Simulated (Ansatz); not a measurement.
The cluster GeSe₂. Total charge 0; quintet. Geometry r2SCAN-D4/def2-TZVP.

```tsv
atom	x (Å)	y (Å)	z (Å)
Ge1	-0.656	0.929	0.315
Se2	-0.163	-1.239	1.105
Se3	0.819	0.310	-1.420
```

The 6-31G sets use Cartesian d functions. LC-ωPBE has ω = 0.4 bohr⁻¹. B3LYP takes the VWN-RPA correlation. At PBE0-D4/def2-TZVP a singlet of charge 0 lies 3.49 eV below the quintet, each at its own geometry. The structure comes from a short search, and lower isomers may exist.

Question: Estimate the α-spin orbital energies around the gap (eV) in Ansatz with HF/6-31G, PBE-D4/def2-TZVP, r2SCAN-D4/def2-TZVP, B3LYP-D4/6-31G, LC-ωPBE/def2-TZVP.

Answer: 
| orbital | HF/6-31G | PBE-D4/def2-TZVP | r2SCAN-D4/def2-TZVP | B3LYP-D4/6-31G | LC-ωPBE/def2-TZVP |
| --- | --- | --- | --- | --- | --- |
| HOMO−5 | -12.99 | -8.20 | -8.54 | -9.24 | -12.57 |
| HOMO−4 | -12.09 | -7.90 | -8.34 | -9.06 | -11.98 |
| HOMO−3 | -10.92 | -6.88 | -7.30 | -7.96 | -10.56 |
| HOMO−2 | -10.79 | -6.80 | -7.22 | -7.69 | -10.49 |
| HOMO−1 | -9.97 | -6.01 | -6.39 | -7.06 | -9.77 |
| HOMO | -7.71 | -3.70 | -4.04 | -4.50 | -7.29 |
| LUMO | 1.52 | -1.48 | -1.33 | -1.00 | 1.35 |
| LUMO+1 | 2.15 | -0.93 | -0.76 | -0.42 | 1.91 |
| LUMO+2 | 5.79 | 2.66 | 3.17 | 2.97 | 5.68 |
| LUMO+3 | 7.48 | 2.99 | 3.50 | 4.64 | 5.90 |
| LUMO+4 | 7.55 | 3.23 | 3.60 | 4.80 | 6.17 |
| LUMO+5 | 8.07 | 3.32 | 4.06 | 4.87 | 6.27 |
| β HOMO | -9.37 | -6.74 | -6.89 | -7.39 | -9.70 |
| β LUMO | -1.75 | -5.62 | -5.63 | -5.29 | -2.89 |
